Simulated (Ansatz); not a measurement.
Abridged output of a molecular run in Ansatz:

```
Functional definition: HF
1472 factors; integrals over basis functions are off by at most 1.8e-3 eV
mean field evaluation 1: about -23507.6335 eV, gradient 4.8e1 eV
mean field evaluation 2: about -23507.9019 eV, gradient 4.8e1 eV
mean field evaluation 4: about -23512.5012 eV, gradient 3.9e0 eV
mean field evaluation 8: about -23512.5748 eV, gradient 3.2e-1 eV
mean field -23512.57532466 eV, -864.0712057854 hartree, gradient 5.7e-6 eV, S^2 0.000000; 0 other end points of the search recorded, 0 dependent functions left out
13 core orbitals not correlated: weight in the atoms' cores, before any rotation towards them, 1.000 or more for the frozen orbitals, at most 0.000 for the correlated occupied ones
reference -23512.57532466 eV, -864.0712057854 hartree; 15, 15 occupied and 219, 219 virtual orbitals, 1472 factors
second order -23.65590611 eV of doubles, -0.00000000 eV of singles
cycle   1  -24.11992809 eV  change   -4.6e-1 eV  update   1.1e-1
cycle   2  -24.71163537 eV  change   -5.9e-1 eV  update   3.2e-2
cycle   3  -24.84485600 eV  change   -1.3e-1 eV  update   1.6e-2
cycle   4  -24.82946893 eV  change    1.5e-2 eV  update   3.6e-3
cycle   5  -24.82798212 eV  change    1.5e-3 eV  update   1.5e-3
cycle   6  -24.82842481 eV  change   -4.4e-4 eV  update   4.2e-4
cycle   7  -24.82811401 eV  change    3.1e-4 eV  update   1.4e-4
cycle   8  -24.82806861 eV  change    4.5e-5 eV  update   4.2e-5
cycle   9  -24.82808640 eV  change   -1.8e-5 eV  update   1.7e-5
perturbative correction -0.95714283 eV, -0.0351743503 hartree
Total energy: -23538.36055390 eV, -865.0187954819 hartree
```

Its atoms:

```xyz
10

O    -2.139   -0.446    1.117
B    -1.143   -0.187    0.230
S    -1.565    0.011   -1.546
O     0.113   -0.090    0.722
Si    1.666    0.183    0.280
H    -3.013   -0.506    0.727
H    -0.317    0.240   -1.984
H     2.157    1.384    0.995
H     2.478   -1.001    0.645
H     1.762    0.412   -1.188
```

Which basis set was used?
A. def2-SVPD
B. def2-TZVPP
C. def2-TZVPPD
D. def2-QZVPP

B. It gives 247 functions.

Write the keys of the input that set method, charge and spin (a neutral closed shell needs none for the last two).


```yaml
correlation: {method: ccsd_t}
```
